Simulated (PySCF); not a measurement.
**Vertical excitation energies**

Compound: C₁₁H₁₂.
SMILES: `c1c(C#C)c(CC)ccc1C`

Computed with TDDFT PBE0/def2-SVPD, vertical, gas phase, core orbitals frozen in the response in PySCF 2.14.0, density-fitted response routines. The structure is a single PBE0-D3(BJ)/def2-SVP conformer in the gas phase; no vibrational or solvent corrections. Torsions of this conformer, `[CH:1]#[C:2][c:3]1[cH:4][c:5]([CH3:6])[cH:7][cH:8][c:9]1[CH2:10][CH3:11]`: C8–C9–C10–C11 98°.

```tsv
state	E (eV)	λ (nm)	f	main configurations (H = HOMO, L = LUMO)
S1	4.81	257.6	0.046	H→L (40%), H-1→L (34%), H→L+1 (21%)
S2	5.13	241.5	0.195	H→L (51%), H-1→L (29%), H→L+1 (14%)
S3	5.42	228.8	0.0015	H-2→L (95%)
S4	5.99	207.1	0.447	H→L+1 (60%), H-1→L (31%)
S5	6.11	203.0	0.0004	H→L+4 (47%), H→L+3 (25%), H→L+2 (12%)
S6	6.32	196.2	0.239	H-1→L+1 (78%), H-3→L (13%)
S7	6.49	191.2	0.0062	H→L+2 (83%), H→L+4 (9%)
S8	6.68	185.6	0.0025	H-2→L+1 (97%)
S9	6.83	181.6	0.015	H-1→L+2 (58%), H→L+3 (14%), H→L+4 (13%)
S10	6.86	180.8	0.236	H-3→L (51%), H→L+3 (16%), H-1→L+1 (9%)
```

Triplets (Tamm–Dancoff): T1 3.42 eV, H→L (82%); T2 4.17 eV, H-1→L (81%), H→L (8%); T3 4.34 eV, H→L+1 (45%), H-1→L+1 (42%); T4 4.85 eV, H→L+1 (48%), H-1→L+1 (36%), H-1→L (8%).

The lowest singlet comes at 258 nm (464 kJ/mol) in the ultraviolet; it is of moderate strength; its leading configuration is HOMO→LUMO (40%). The strongest level in the table is S4 at 5.99 eV (207 nm, f = 0.447). Löwdin shares by element: HOMO carbon 59% or more (atoms not listed hold the other 41%); LUMO carbon 55% or more (atoms not listed hold the other 45%). Orbital energies (eV): HOMO-3 -8.75, HOMO-2 -7.97, HOMO-1 -7.09, HOMO -6.63, LUMO -1.01, LUMO+1 -0.22, LUMO+2 0.78. The listed states span 2.05 eV, and the widest gap between neighbours is 0.57 eV (S3 to S4). Of the 10 states listed, 6 reach f = 0.01 and 1 stays under 0.0005. The window holds the lowest 10 singlets.
